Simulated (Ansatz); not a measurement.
`N=[CH][AlH][CH2][SiH3]` + `[CH3][In]([NH2])[OH]` → `[CH3][In]([NH2])[O][SiH3]` + `[CH3][AlH][CH]=N`  (ligand exchange at the Si–C bond)

Gas-phase electronic energies from Ansatz, PBE0-D4/def2-TZVP geometries. CCSD(T)/CBS is the MP2 limit (def2-TZVPP, def2-QZVPP) plus CCSD(T) − MP2 in def2-TZVPP, frozen cores. Functionals use def2-TZVPP. B3LYP here is the variant with VWN-RPA as its local correlation; programs differ in this. def2 core potentials past Kr. For In outer-core shells are correlated without core-valence functions, which leaves a few kJ/mol of doubt a bond. One conformer a species, not always the lowest.

```csv
level,ΔE (kcal/mol),difference from CCSD(T)/CBS
PBE-D4,-20.3,4.1
r2SCAN-D4,-23.6,0.8
PBE0-D4,-22.0,2.4
ωB97X-V,-24.3,0.1
B2PLYP,-25.2,-0.8
PBE,-20.3,4.1
B3LYP,-24.9,-0.5
HF/def2-TZVPP,-29.9,-5.5
MP2/def2-TZVPP,-24.7,-0.3
SCS-MP2/def2-TZVPP,-25.8,-1.4
CCSD(T)/def2-TZVPP,-24.5,-0.1
MP2/def2-QZVPP,-24.7,-0.3
SCS-MP2/def2-QZVPP,-25.8,-1.4
HF/CBS(def2),-30.3,-5.9
MP2/CBS(def2),-24.6,-0.2
CCSD/CBS(def2),-25.2,-0.8
CCSD(T)/CBS,-24.4,0
```

Largest T1 diagnostic among the species: 0.015.

In def2-TZVPP, CCSD(T) changes the Hartree–Fock value by +5.4 kcal/mol (the triples alone add +0.8 kcal/mol) and MP2 by +5.2 kcal/mol. From PBE to PBE0 (25 % exact exchange), in def2-TZVPP and without D4, ΔE moves by −1.7 kcal/mol.
